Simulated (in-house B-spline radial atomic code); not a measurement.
Settings and results of a run for the strontium ion Sr⁴⁺ (an excited or competing configuration). Method: Dirac-Hartree-Fock, average of configuration, Fermi nucleus of rms radius 4.224 fm. Calculated with an all-electron radial atomic-structure program (B-spline basis).

Command:
```bash
python run_scf.py task.json out
```
Settings (nuclear radius in fm, mass in u):
```
Z                38
configuration    [Ar] 3d10 4s1 4p4 8g1
hamiltonian      dirac
method           hf
spin_polarised   False
nucleus          fermi
rms_radius       4.224
atomic_mass      87.90561
speed_of_light   137.035999084
```

Output (hartree, bohr):
```
 radial grid: 82 intervals, B-splines of order 8, outer radius 60 bohr

 iter        energy (Eh)    residual
    1       -3167.996068    4.98e-01
    2       -3170.267546    1.72e-01
    3       -3170.653027    4.13e-02
    4       -3170.678814    9.19e-03
    5       -3170.680294    5.95e-03
    6       -3170.680718    2.06e-04
    7       -3170.680718    1.34e-05
    8       -3170.680718    7.23e-07
    9       -3170.680718    6.59e-08

 total energy                     -3170.68072
 kinetic                            3267.1568
 electron-nucleus                  -7576.2410
 electron-electron                  1138.4035

 first-order corrections (not in the total)
   Gaunt                             1.9016
   retardation                      -0.1846
   frequency dependence             -0.0098
   self-energy                       1.2748
   Uehling                          -0.1361
   Wichmann-Kroll                    0.0017
   recoil                            0.0142

 orbital      occ     eigenvalue          <r>       <r^2>       <1/r>     <1/r^3>       <r^4>       r_max    small
 1s1/2      2.000      -598.1017    0.0391471  0.00206555          39           - 1.10363e-05     0.02554  1.91e-02
 2s1/2      2.000       -85.5747     0.171723   0.0348366     8.80787           -  0.00210544      0.1449  3.86e-03
 2p1/2      2.000       -77.8165     0.147511   0.0267099     8.74484           -  0.00144203      0.1138  3.83e-03
 2p3/2      4.000       -75.2822     0.151638   0.0280992     8.40924     1708.33  0.00158009      0.1172  3.73e-03
 3s1/2      2.000       -16.3330     0.488724    0.273909     2.94722           -    0.117039      0.4347  9.75e-04
 3p1/2      2.000       -13.4614     0.488574    0.278286     2.83386           -    0.127667      0.4247  9.21e-04
 3p3/2      4.000       -13.0551     0.498258    0.289216     2.75677     266.327    0.137687      0.4332  8.95e-04
 3d3/2      4.000        -8.0184     0.491007    0.291855     2.53104      36.261    0.168561      0.3762  7.75e-04
 3d5/2      6.000        -7.9476     0.494482    0.295848     2.51058     34.9096    0.172972      0.3789  7.68e-04
 4s1/2      1.000        -4.0153      1.27874      1.8374      1.0444           -     4.94025       1.156  2.01e-04
 4p1/2      1.333        -3.1331      1.39572     2.20152    0.945109           -     7.25153       1.245  1.71e-04
 4p3/2      2.667        -3.0773      1.41734     2.26914    0.927296      35.241     7.68873       1.266  1.67e-04
 8g7/2      0.444        -0.1960      17.1178     331.234   0.0789662  0.00293419      145302       19.46  5.31e-06
 8g9/2      0.556        -0.1960      17.1175     331.223   0.0789689  0.00293469      145293       19.46  5.31e-06
```

Run time, properties included: 2.4 s on 1 thread of Arm Neoverse N1, on a shared host.

For the Dirac Hamiltonian the kinetic term is c α·p + (β - 1)c².
